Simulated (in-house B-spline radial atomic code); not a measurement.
Response and correlation of Lu39+

Closed shell [Ar] 3d10 4s2 (4p1/2)2. Computed with a B-spline radial code for spherical atoms: Dirac-Hartree-Fock, relativistic RPA (time-dependent Dirac-Hartree-Fock) for the response and second-order many-body perturbation theory for correlation, no-pair Dirac-Coulomb Hamiltonian, finite nucleus.

The shells are closed in jj coupling only; the real ground state mixes other jj configurations.

Command:
```bash
python run_mb.py task.json out
```
Settings (nuclear radius in fm, box in bohr, cutoff in hartree; a minus after a letter marks j = l - 1/2):
```
basis_form          2
Z                   71
core_configuration  [Ar] 3d10 4s2 4p-2
rms_radius          5.37
mass_number         175
speed_of_light      137.036
box_radius          2.353
lmax                7
intervals           56
virtual_cutoff      126025.0
```

Cost of the run: 3 s on 1 thread of Intel(R) Xeon(R) 6975P-C (shared host).

```csv
"multipole (bohr³, bohr⁵, bohr⁷)",uncoupled,coupled RPA
dipole,0.039466,?
quadrupole,0.0070286,0.0088057
octupole,0.00089273,0.00097924
```

(1) What is the coupled dipole polarisability?

(2) Which subshells carry the dipole polarisability?

(3) What does the dipole shielding factor come to?

Dipole polarisability at imaginary frequency:

| u (Eh) | α(iu) (bohr³) |
| --- | --- |
| 0 | 0.03861 |
| 12.6 | 0.01323 |
| 37.9 | 0.004062 |
| 75.9 | 0.001947 |
| 126 | 0.00101 |
| 253 | 0.0003386 |
| 506 | 9.998e-05 |
| 1260 | 1.805e-05 |

(4) What dispersion coefficients follow for two such ions (the dispersion part alone)?

Lowest J = 1 odd-parity excitations:

```tsv
energy (eV)	oscillator strength	leading channel	weight
177.15	0.554	4s1/2 → p3/2	0.951
234.31	1.61	4p1/2 → d3/2	0.968
723.42	0.165	4p1/2 → s1/2	0.998
856.46	0.347	4s1/2 → p1/2	0.899
875.55	0.154	4p1/2 → d3/2	0.898
897.25	0.174	4s1/2 → p3/2	0.996
1117.1	0.0379	4p1/2 → s1/2	0.999
1198.5	0.141	4p1/2 → d3/2	0.989
```

Second-order correlation energy by the highest angular momentum of the excited pair (hartree): s -0.0265, p -0.2494, d -0.5845, f -0.6898, g -0.215, h -0.09062, i -0.04085, k -0.02063.

(5) What is the second-order correlation energy at the partial-wave limit?

Results:

(1) 0.038607 atomic units, -2 % against the uncoupled value.

(2) 4s1/2 55.1 %, 4p1/2 41.0 %, 3d5/2 1.9 %.

(3) The dipole shielding factor is 0.451, against the exact N/Z = 32/71 = 0.451 of the non-relativistic theorem.

(4) C6 = (3/π)∫α(iu)²du = 0.01042 hartree·bohr⁶ and C8 = 0.0104 hartree·bohr⁸.

(5) The listed waves sum to -1.9173 hartree; extrapolating the increments as (l + 1/2)⁻⁴ gives -1.9594 hartree, -1.67 eV per electron.
